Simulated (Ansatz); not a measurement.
The same path of FGaH$_{4}$Si (7 atoms, charge 0, multiplicity 1) was run twice with different band settings. The coordinate that changes most is the dihedral F1–Ga2–Si3–H7.

Level of theory: Ansatz 0.2.0, RKS B3LYP/def2-SVP.

Relaxed end points:

```xyz
7
Properties=species:S:1:pos:R:3
F 0.237 -2.163 1.369
Ga 0.019 -0.406 1.283
Si -0.030 0.456 -0.980
H -0.100 0.228 2.718
H -1.202 -0.119 -1.705
H -0.143 1.944 -0.990
H 1.218 0.061 -1.696
```

```xyz
7
Properties=species:S:1:pos:R:3
F -1.386 -1.201 1.805
Ga 0.134 -0.476 1.252
Si 0.025 0.419 -0.996
H 1.249 -0.566 2.358
H -0.398 -0.652 -1.946
H -0.975 1.526 -1.045
H 1.352 0.950 -1.428
```

Common settings: spring 5.0 eV/Å²; optimiser quadratic models (default); start path through a guess of the saddle point; force threshold 0.03 eV/Å; end points relaxed.

| run | movable images | climbing image | iteration limit |
| --- | --- | --- | --- |
| 1 | 5 | yes | 49 |
| 2 | 1 | no | 60 |

Q: What does each run give, and how far can it be trusted?

A: Run 1: converged after 6 iterations, highest image 0.001 eV above the first end. The top lies less than 8 meV above the higher end, about what the thresholds resolve: the motion is nearly free. A vibrational analysis at the climbing image gives no mode beyond 40i cm⁻¹: the surface is too flat there to confirm a saddle point.
Run 2: converged after 5 iterations, highest image 0.001 eV above the first end. The top lies less than 8 meV above the higher end, about what the thresholds resolve: the motion is nearly free. No image climbed, so the highest image needn't sit at the top of the path. So few images can step over the top or miss a turn of the path.
